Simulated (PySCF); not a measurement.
# Be⁺ (beryllium, charge +1) across methods

[He] 2p1, 2P determinant (an excited configuration). Calculation: PySCF 2.14, in dyall-av3z; no relativity, point nucleus. The B2PLYP total includes its PT2 part (frozen core); its orbital energies are those of the SCF part.

```json
{"method": "PBE", "E (hartree)": "-14.1727", "mean ε 1s α (eV)": "-117.96", "mean ε 1s β (eV)": "-117.65", "mean ε 2p α (eV)": "-10.898", "Σ⟨r²⟩ (bohr²)": "7.029", "⟨S²⟩": "0.750"}
{"method": "CAM-B3LYP", "E (hartree)": "-14.1812", "mean ε 1s α (eV)": "-124.79", "mean ε 1s β (eV)": "-124.52", "mean ε 2p α (eV)": "-13.003", "Σ⟨r²⟩ (bohr²)": "6.958", "⟨S²⟩": "0.750"}
{"method": "LDA", "E (hartree)": "-13.9871", "mean ε 1s α (eV)": "-116.61", "mean ε 1s β (eV)": "-116.30", "mean ε 2p α (eV)": "-10.685", "Σ⟨r²⟩ (bohr²)": "7.104", "⟨S²⟩": "0.750"}
{"method": "PBE0", "E (hartree)": "-14.1751", "mean ε 1s α (eV)": "-123.69", "mean ε 1s β (eV)": "-123.38", "mean ε 2p α (eV)": "-11.797", "Σ⟨r²⟩ (bohr²)": "7.051", "⟨S²⟩": "0.750"}
{"method": "LC-wPBE", "E (hartree)": "-14.1727", "mean ε 1s α (eV)": "-123.87", "mean ε 1s β (eV)": "-123.57", "mean ε 2p α (eV)": "-14.326", "Σ⟨r²⟩ (bohr²)": "6.886", "⟨S²⟩": "0.750"}
{"method": "B2PLYP", "E (hartree)": "-14.1817", "mean ε 1s α (eV)": "-130.07", "mean ε 1s β (eV)": "-129.81", "mean ε 2p α (eV)": "-12.647", "Σ⟨r²⟩ (bohr²)": "7.056", "⟨S²⟩": "0.750"}
{"method": "UHF", "E (hartree)": "-14.13094", "mean ε 1s α (eV)": "-140.16", "mean ε 1s β (eV)": "-139.89", "mean ε 2p α (eV)": "-14.147", "Σ⟨r²⟩ (bohr²)": "7.268", "⟨S²⟩": "0.750"}
{"method": "MN15", "E (hartree)": "-14.2181", "mean ε 1s α (eV)": "-123.78", "mean ε 1s β (eV)": "-123.42", "mean ε 2p α (eV)": "-11.801", "Σ⟨r²⟩ (bohr²)": "7.192", "⟨S²⟩": "0.750"}
{"method": "r2SCAN", "E (hartree)": "-14.1963", "mean ε 1s α (eV)": "-120.25", "mean ε 1s β (eV)": "-120.01", "mean ε 2p α (eV)": "-11.011", "Σ⟨r²⟩ (bohr²)": "6.991", "⟨S²⟩": "0.750"}
```
